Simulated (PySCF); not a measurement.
Compound: Ti(OH)Cl3 (singlet state).
Geometry (PBE0-D3(BJ)/def2-SVP, Å), atoms numbered from 1 in this order:
```
atom  x, y, z in Å
Ti1    0.001   -0.067   -0.379
O2     0.069    0.183    1.316
H3     0.089    0.290    2.271
Cl4    2.019   -0.204   -1.177
Cl5   -1.014    1.600   -1.330
Cl6   -1.100   -1.897   -0.771
```

Theory: TDDFT CAM-B3LYP/def2-SVPD, vertical, gas phase, core orbitals frozen in the response (PySCF 2.14.0, density-fitted response routines).

Ground-to-excited transition dipoles (e·a0, same axes as the geometry; the sign carries no meaning), for the states with f of 0.002 or more among the lowest 11:

| state | E (eV) | μx | μy | μz |
| --- | --- | --- | --- | --- |
| S1 | 4.601 | 0.097 | 0.121 | -0.018 |
| S2 | 4.617 | 0.118 | -0.097 | 0.006 |
| S4 | 4.815 | 0.017 | -0.010 | -0.169 |
| S5 | 4.857 | 0.241 | -0.449 | 0.063 |
| S6 | 4.864 | 0.451 | 0.230 | -0.049 |
| S10 | 5.489 | -0.217 | 0.108 | -0.011 |
| S11 | 5.494 | -0.082 | -0.205 | 0.034 |

Problem. Work out the oscillator strengths.

Solution. f = (2/3) ΔE |μ|² with ΔE in hartree (27.2114 eV).

```csv
state,|μ|² (au),|μ| (D),f
S1,0.024,0.40,0.003
S2,0.023,0.39,0.003
S4,0.029,0.43,0.003
S5,0.264,1.30,0.031
S6,0.258,1.29,0.031
S10,0.059,0.62,0.008
S11,0.050,0.57,0.007
```

Problem. Which bond between heavy atoms lies closest to the direction of the S5 transition dipole?

Solution. Ti1–Cl5, at 19° from it; next Ti1–Cl6 at 62°.

Problem. What angle do the transition dipoles of S5 and S6 make?

Solution. |cos θ| = |μa·μb| / (|μa| |μb|) = 0.01, so θ ≈ 89° (taken between 0 and 90°, since the signs are arbitrary).
